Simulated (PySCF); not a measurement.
A calculated (PBEsol, PySCF 2.14, def2-TZVPPD, the non-relativistic Hamiltonian (point nucleus)) atom or ion has these occupied shells.

```tsv
shell	electrons	orbital energy (eV)	rms radius, mean of both spins (bohr)
1s α	1	-51.195	0.684
1s β	1	-50.990	0.684
2s α	1	-3.154	4.14
```

(1) Name the element and its charge.

Results:

(1) Li (lithium, neutral), in [He] 2s1, 2S determinant.
